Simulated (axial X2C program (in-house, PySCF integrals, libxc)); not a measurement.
Potential curves of RhC, two-component

All values were computed with an axial X2C code built on PySCF integrals. Two-component (2c) means X2C with spin–orbit coupling and atomic mean-field two-electron Coulomb and Gaunt terms. Basis: Rh dyall-cv3z [12s12p8d5f3g], C dyall-v3z [7s6p2d1f] (cores contracted in-house); Gaussian nuclei, density fitting, unrestricted open shells. Masses: Rh 102.906 u, C 12.000 u.

State: Ω = 1/2 (⟨Sz⟩ = 0.50, ⟨Lz⟩ = 0.00 at BLYP). Energies in eV from the lowest point of each curve. Fits are polynomials in 1 − R0/R over 0.85 to 1.23 times the lowest point R0.

| R (Å) | BLYP | PBE0 |
| --- | --- | --- |
| 1.3842 | 2.0304 | 1.5456 |
| 1.4478 | 0.9775 | 0.6481 |
| 1.4955 | 0.4793 | 0.2586 |
| 1.5433 | 0.1745 | 0.0557 |
| 1.5910 | 0.0242 | 0.0000 |
| 1.6467 | 0.0000 | 0.0773 |
| 1.7024 | 0.0991 | 0.2692 |
| 1.7740 | 0.3557 | 0.6331 |
| 1.8615 | 0.7965 | 1.1892 |
| 1.9888 | 1.5622 | 2.0996 |

One determinant describes the state; a PBE0 search over occupations chose it and may have missed a lower one. Density functionals use the spin component along the axis (collinear).

Q: What are Re and ωe at the BLYP level?

A: At BLYP, 2c: Re = 1.628 Å, ωe ≈ 1050 cm⁻¹; Be follows as 0.592 cm⁻¹.

Q: Fit the PBE0 curve near its minimum: give the equilibrium distance and the harmonic wavenumber.

A: At PBE0, 2c: Re = 1.588 Å, ωe ≈ 1130 cm⁻¹; Be follows as 0.622 cm⁻¹.
